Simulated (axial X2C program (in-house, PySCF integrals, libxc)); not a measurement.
Results of a calculation; reference values are marked as such.
# BaPd⁺: input and output

Program: an in-house all-electron X2C program for linear molecules (integrals from PySCF).

Input file and command:
```json
{
 "zs": [
  56,
  46
 ],
 "q": 1,
 "bas": [
  "dyall-v2z",
  "dyall-v2z"
 ],
 "levels": [
  "PBE0",
  "HF",
  "BLYP",
  "BHandHLYP"
 ],
 "cc": false,
 "r0": 3.16,
 "npts": 10,
 "nst": 2,
 "ntry": 6
}
```
```bash
python so2c.py task.json out
```

Keys: zs atomic numbers; q charge; bas basis sets; levels methods; cc coupled cluster on or off; r0 starting distance in Å; npts points on the curve; nst determinants followed; ntry starts of the search. HF also brings MP2.

Output of the HF step, spin-free, at R = 2.615 Å for the state M_S = 1/2, Λ = 0. It starts from PBE0 orbitals of this distance.

```
spin-free X2C-1e  HF
basis functions 180  fitting functions 1017  grid points 5803
iter        total energy     max residual
   1     -13174.265116874     5.46e-01
   2     -13174.303923116     2.02e-02
   3     -13174.305814751     9.59e-02
   4     -13174.309427814     1.57e-02
   5     -13174.310127328     5.57e-03
   6     -13174.310609271     9.42e-03
   7     -13174.310690321     3.22e-03
   8     -13174.310722034     1.13e-03
   9     -13174.310731571     1.45e-03
  10     -13174.310738310     5.38e-04
  11     -13174.310739934     1.14e-04
  12     -13174.310740337     1.36e-04
  13     -13174.310740444     6.52e-05
  14     -13174.310740485     1.80e-05
  15     -13174.310740495     1.81e-05
  16     -13174.310740497     7.30e-06
  17     -13174.310740498     1.49e-06
converged
one-electron -19087.08120239  Coulomb 5731.32492175  exact exchange -339.83954412  xc functional 0.00000000  nuclear repulsion 521.28508426
```
Energies are in hartree; totals compare only within one Hamiltonian and basis.
